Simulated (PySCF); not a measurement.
C7H7IrO4, SMILES CC1=CC(C)=[O]->[Ir](<-[C-]#[O+])(<-[C-]#[O+])[O]1, multiplicity 1.

Coordinates come from a PBE0-D3(BJ)/def2-SVP optimisation. The spin state was assumed, not searched. The isomer is the one that the SMILES or the coordinates give; other isomers of the formula were not compared. The def2 effective core potentials stand for the cores of Ir; spin–orbit coupling is left out. One conformer was computed; it need not be the lowest.

Level of theory: PBE/def2-SVP run with PySCF.

Symmetry labels are those of the subgroup Cs that the program uses (full group Cs).

Computed valence orbital energies around the gap with their symmetry:
```
orbital  symmetry  energy (eV)
-------  --------  -----------
HOMO−7         A"        -9.08
HOMO−6         A'        -8.36
HOMO−5         A'        -6.87
HOMO−4         A"        -6.81
HOMO−3         A'        -6.73
HOMO−2         A"        -6.42
HOMO−1         A'        -5.82
HOMO           A'        -5.49
LUMO           A"        -2.43
LUMO+1         A'        -1.87
LUMO+2         A"        -1.67
LUMO+3         A'        -1.06
```
